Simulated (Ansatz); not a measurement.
A structure relaxed at PBE0-D4/def2-SVP in Ansatz, charge 0, singlet:

```tsv
atom	x (Å)	y (Å)	z (Å)
Sn1	0.521	2.021	0.973
Sn2	-1.401	-0.624	-0.890
Te3	-1.426	0.381	1.848
Te4	1.368	0.412	-1.355
Te5	0.938	-2.190	-0.576
```

**Question.** Give its formula.

**Answer.** Sn2Te3.

**Question.** Summarise the bond lengths by kind (pairs closer than 1.2 times the sum of covalent radii, bridged metal pairs left out).

**Answer.** 5 × Sn–Te 2.69 to 2.99 Å; 1 × Te–Te 2.75 Å.

In the def2 sets Sn, Te take a core potential; there is no spin–orbit coupling. Another isomer (singlet) lies 0.42 eV lower at PBE0-D4/def2-TZVP; other spin states weren't run for this one.
